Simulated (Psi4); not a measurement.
Here is a job for Psi4.
```
memory 2 GB

molecule mol {
0 1
  S    -0.000355   -0.002092    0.102048
  H    -0.037057    0.973151   -0.796918
  H     0.042741   -0.939686   -0.835845
}

set basis def2-tzvpp
set reference rhf
set freeze_core true

energy('qcisd(t)')
print_variables()
```

**Question.** What does this run give for the MP2 correlation energy, nuclear repulsion energy, number of basis functions?

**Answer.** 
```yaml
MP2 correlation energy: -0.1910 Eh
nuclear_repulsion_energy: 13.0385 Eh
number_of_basis_functions: 70
```
